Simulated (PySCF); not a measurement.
PySCF input (BP86/def2-SVP):

```python
from pyscf import gto, dft

mol = gto.M(
    atom='''
    Ge    0.22730056   -0.19776560   -0.01407944
    F     0.78367187    1.44501103    0.01262969
    F    -0.84716950   -0.33099937   -1.36934336
    F    -0.74468214   -0.41084510    1.40677390
    ''',
    basis='def2-svp',
    charge=0,
    spin=1,
    verbose=4,
)

mf = dft.UKS(mol, xc='bp86')
mf.grids.level = 3
mf.conv_tol = 1e-9
mf.max_cycle = 100
mf.max_memory = 1500
mf.kernel()
if not mf.converged:
    mf = mf.newton()
    mf.kernel(mf.make_rdm1())
mo, _, stable, _ = mf.stability(return_status=True)
if not stable:
    mf.kernel(mf.make_rdm1(mo, mf.mo_occ))
    stable = mf.stability(return_status=True)[2]
mf.dip_moment()
```

### Question
What final total energy does it give?

### Answer
-2376.35984 Eh.
